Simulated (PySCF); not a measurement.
A small calculation by hand: chemical shift, span and skew from a shielding tensor

C₂H₆BF₂N, SMILES B(F)(CF)NC. Atoms are numbered in the order given.

```xyz
12

C     -0.7133    -2.2278     0.0000
N     -0.6519    -0.7793     0.0000
B      0.4854     0.0254     0.0000
F      1.7221    -0.5184     0.0000
C      0.3435     1.6070     0.0000
F     -1.0097     1.9717     0.0000
H      0.3083    -2.6309     0.0000
H     -1.2355    -2.6119     0.8929
H     -1.2355    -2.6119    -0.8929
H     -1.5440    -0.2896     0.0000
H      0.8249     2.0594    -0.8870
H      0.8249     2.0594     0.8870
```
Charge 0, spin multiplicity 1.

Geometry: TPSSh-D3(BJ)/def2-SVP. The structure was generated by enumeration, and PubChem lists no compound with its InChIKey, so it may never have been made. One conformer was computed; it need not be the lowest.

GIAO shieldings from PBE0/pcSseg-1 (PySCF), non-relativistic, no solvent. The symmetric part of the tensor of C1 has the principal values 130.1, 154.1, 184.0 ppm. The same nucleus in TMS has σ = 186.3 ppm at this level (PySCF, at its B3LYP-D3(BJ)/def2-TZVP geometry).

Question: Work out the isotropic shielding, the ¹³C shift against TMS, the span and the skew.

Answer: 
σ(iso) = (σ11 + σ22 + σ33)/3 = 156.1 ppm. δ = σ(ref) − σ(iso) = 186.3 − (156.1) = 30.2 ppm.
Span Ω = σ33 − σ11 = 53.9 ppm. Skew κ = 3(σ(iso) − σ22)/Ω = 0.11. Tumbling in solution averages the tensor to δ; in a static solid the shielding alone would spread this spin-1/2 line over Ω.
